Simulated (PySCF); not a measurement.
## Bi⁶⁹⁺: ionisation energy

Bi⁶⁹⁺ [Ne] 3s2 3p2 (3P) → Bi⁷⁰⁺ [Ne] 3s2 3p1 (2P), as a difference of total energies. Computed with PySCF 2.14 in an even-tempered Gaussian basis (17 s from 21 bohr⁻², ratio 2.5; 12 p from 28 bohr⁻², ratio 2.5; 4 d from 110 bohr⁻², ratio 2.7; 4 f from 160 bohr⁻², ratio 2.7), with scalar relativity by spin-free X2C-1e. Correlated levels: outer shells: 1s2 frozen; virtual orbitals above 40 to 60 times the deepest correlated orbital energy dropped. The calculations carry no spin-orbit coupling.

```
                method  ionisation energy (eV)
                   UHF                  8368.2
                   LDA                  8368.7
                   PBE                  8370.4
                  PBE0                  8370.2
                r2SCAN                  8371.1
                B2PLYP                  8370.3
                 B97-3                  8369.5
    MP2 (outer shells)                  8368.9
SCS-MP2 (outer shells)                  8368.7
```

Spin-orbit coupling is strong in these open shells (close to jj coupling). The scalar numbers leave it out and a first-order estimate fails, so it can dominate the gap to the real levels.

Breit and QED terms and the two-electron picture change are absent.

For comparison: 8780 ± 50 eV (theoretical estimate listed by NIST; NIST Atomic Spectra Database, ionization energies).
